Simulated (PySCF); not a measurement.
Si(H)2(OMe)(NH2) (CH₇NOSi), SMILES N[SiH2]OC. Coordinates come from a B3LYP-D3(BJ)/def2-SVP optimisation. One conformer was computed; it need not be the lowest.

Computed equilibrium geometry at B3LYP-D3(BJ)/def2-SVP (PySCF confirms it by a frequency run) as a Z-matrix, and its point group (one conformer of several):
point group Cs.
```
O
C 1 1.4056
H 2 1.1018 1 109.00
H 2 1.1077 3 107.79 1 -122.00
H 2 1.1077 3 107.79 4 -116.00
Si 1 1.6734 2 124.23 3 180.00
N 6 1.7177 1 112.20 2 180.00
H 7 1.0157 6 119.76 1 -71.30
H 7 1.0157 8 110.62 6 -145.71
H 6 1.4924 1 108.69 2 -60.42
H 6 1.4924 10 110.93 1 -119.44
```
Charge 0, spin multiplicity 1.
